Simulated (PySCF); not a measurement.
**Electron correlation in Fe⁻ (iron, charge -1)**

[Ar] 3d7 4s2, high-spin 4F determinant. Calculation: PySCF 2.14, in aug-cc-pVTZ-DK; the spin-free X2C one-electron Hamiltonian (Gaussian nucleus). Frozen: [Ar]; 9 electrons correlated.

| level | correlation energy (mhartree) |
| --- | --- |
| CCSD | -263.38 |
| (T) | -17.64 |
| CCSD(T) | -281.02 |

Diagnostics: T1 = 0.092, D1 = 0.3632, largest double amplitude 0.092.

T1 exceeds 0.03, a sign that the reference determinant is poor.

Cost of the coupled-cluster step: about 40 core-seconds, for 9 correlated electrons.

Iterations:

```
CC2 = 0
CCSD nocc = (np.int64(6), np.int64(3)), nmo = (84, 84)
frozen orbitals [[0, 1, 2, 3, 4, 5, 6, 7, 8], [0, 1, 2, 3, 4, 5, 6, 7, 8]]
max_cycle = 100
direct = 0
conv_tol = 1e-08
conv_tol_normt = 1e-06
diis_space = 8
diis_start_cycle = 0
Init t2, MP2 energy = -0.260836814525375
Init E_corr(UCCSD) = -0.260836814525461
cycle = 1  E_corr(UCCSD) = -0.243036843430247  dE = 0.0177999711  norm(t1,t2) = 0.166853
cycle = 2  E_corr(UCCSD) = -0.25728665591289  dE = -0.0142498125  norm(t1,t2) = 0.0872692
cycle = 3  E_corr(UCCSD) = -0.256421958613415  dE = 0.000864697299  norm(t1,t2) = 0.0698627
cycle = 4  E_corr(UCCSD) = -0.26262162522255  dE = -0.00619966661  norm(t1,t2) = 0.0465806
cycle = 5  E_corr(UCCSD) = -0.263398810494101  dE = -0.000777185272  norm(t1,t2) = 0.0152067
cycle = 6  E_corr(UCCSD) = -0.263170296073553  dE = 0.000228514421  norm(t1,t2) = 0.00691703
cycle = 7  E_corr(UCCSD) = -0.263330530750582  dE = -0.000160234677  norm(t1,t2) = 0.00432673
cycle = 8  E_corr(UCCSD) = -0.263397011474264  dE = -6.64807237e-05  norm(t1,t2) = 0.00186185
cycle = 9  E_corr(UCCSD) = -0.263363802628097  dE = 3.32088462e-05  norm(t1,t2) = 0.00143214
cycle = 10  E_corr(UCCSD) = -0.263359746886295  dE = 4.0557418e-06  norm(t1,t2) = 0.000787759
cycle = 11  E_corr(UCCSD) = -0.263372411399592  dE = -1.26645133e-05  norm(t1,t2) = 0.000452312
cycle = 12  E_corr(UCCSD) = -0.263378953283112  dE = -6.54188352e-06  norm(t1,t2) = 0.000333485
cycle = 13  E_corr(UCCSD) = -0.263381500840401  dE = -2.54755729e-06  norm(t1,t2) = 0.000212774
cycle = 14  E_corr(UCCSD) = -0.263384421406895  dE = -2.92056649e-06  norm(t1,t2) = 0.000151614
cycle = 15  E_corr(UCCSD) = -0.263381314932989  dE = 3.10647391e-06  norm(t1,t2) = 8.64941e-05
cycle = 16  E_corr(UCCSD) = -0.263379173191133  dE = 2.14174186e-06  norm(t1,t2) = 5.39575e-05
cycle = 17  E_corr(UCCSD) = -0.263378676580264  dE = 4.96610869e-07  norm(t1,t2) = 3.17484e-05
cycle = 18  E_corr(UCCSD) = -0.263378347563582  dE = 3.29016682e-07  norm(t1,t2) = 1.97167e-05
cycle = 19  E_corr(UCCSD) = -0.26337869804872  dE = -3.50485137e-07  norm(t1,t2) = 1.23774e-05
cycle = 20  E_corr(UCCSD) = -0.263379004684936  dE = -3.06636217e-07  norm(t1,t2) = 5.65916e-06
cycle = 21  E_corr(UCCSD) = -0.263379007695061  dE = -3.01012459e-09  norm(t1,t2) = 3.61162e-06
cycle = 22  E_corr(UCCSD) = -0.263379030957473  dE = -2.32624117e-08  norm(t1,t2) = 2.55829e-06
cycle = 23  E_corr(UCCSD) = -0.263378981565878  dE = 4.93915943e-08  norm(t1,t2) = 1.70485e-06
cycle = 24  E_corr(UCCSD) = -0.263378938606092  dE = 4.29597867e-08  norm(t1,t2) = 1.164e-06
cycle = 25  E_corr(UCCSD) = -0.263378913761192  dE = 2.48448993e-08  norm(t1,t2) = 7.87255e-07
cycle = 26  E_corr(UCCSD) = -0.263378910648666  dE = 3.11252574e-09  norm(t1,t2) = 5.95764e-07
UCCSD converged
E(UCCSD) = -1271.527455436038  E_corr = -0.2633789106486665
UCCSD(T) correction = -0.0176413288033954
```
